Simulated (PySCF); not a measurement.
# Calcium: a sound run and one with changed settings

Sound run: Ca [Ar] 4s2, Ca⁺ [Ar] 4s1. Computed with PySCF 2.14 in x2c-SVPall, with the spin-free X2C one-electron Hamiltonian (Gaussian nucleus). The sound run starts from symmetry-adapted Hartree-Fock orbitals and uses a fine grid where one is needed.

Changed run: radial step 1.2 in ln r (0.13 in the sound run). This setting is unsound on purpose.

```csv
species,method,sound run (hartree),changed run (hartree),converged
Ca,UHF,-679.52012,-679.52012,yes
Ca,PBE,-680.12186,-678.83399,yes
Ca,TPSS,-680.35650,-678.89703,yes
Ca⁺,UHF,-679.33084,-679.33084,yes
Ca⁺,PBE,-679.89543,-678.61196,yes
Ca⁺,TPSS,-680.13404,-678.67154,yes
```

Ionisation energy of Ca:

```json
{"method": "UHF", "sound run (eV)": "5.151", "changed run (eV)": "5.151"}
{"method": "PBE", "sound run (eV)": "6.162", "changed run (eV)": "6.042"}
{"method": "TPSS", "sound run (eV)": "6.054", "changed run (eV)": "6.136"}
```

A coarse radial grid mis-integrates the density and the exchange-correlation energy, with errors of either sign; Hartree-Fock needs no grid.

For comparison, NIST gives 6.113 eV between the lowest levels.
